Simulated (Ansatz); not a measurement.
Reactions of CH$_{7}$BFGaSi (`[BH2][GaH][CH2][SiH2]F`).

Computed with Ansatz on PBE0-D4/def2-TZVP structures; ΔE is electronic, products minus reactants. CCSD(T)/CBS adds triple-zeta CCSD(T) − MP2 to the extrapolated MP2 energy (def2 sets, frozen cores). This one scheme is used for every species. For Ga outer-core shells are correlated without core-valence functions, which leaves a few kJ/mol of doubt a bond. Scalar relativity is left out up to krypton. Each species was taken in one conformer, which may not be the lowest.

(1) Order these by ΔE at CCSD(T)/CBS, lowest first. (Estimate.)
A. `[BH2][GaH][CH2][SiH2]F` + `[CH3][Al]([OH])[CH2]F` → `[CH3][Al]([OH])[SiH2]F` + `[BH2][GaH][CH2]CF`
B. `[BH2][GaH][CH2][SiH2]F` + `O[SiH3]` → `[BH2][GaH][OH]` + `F[SiH2]C[SiH3]`
C. `[BH2][GaH][CH2][SiH2]F` + `F[SiH3]` → `F[SiH2]C[SiH2]F` + `[BH2][GaH2]`
D. `[BH2][GaH][CH2][SiH2]F` + `N[Si](O)(O)F` → `O[Si](O)(F)N[SiH2]F` + `[BH2][GaH][CH3]`

Largest T1 diagnostic: 0.015, for `[BH2][GaH][OH]`.

Results:

(1) D (-54.1 kJ/mol), C (-1.1 kJ/mol), B (+22.7 kJ/mol), A (+31.8 kJ/mol).
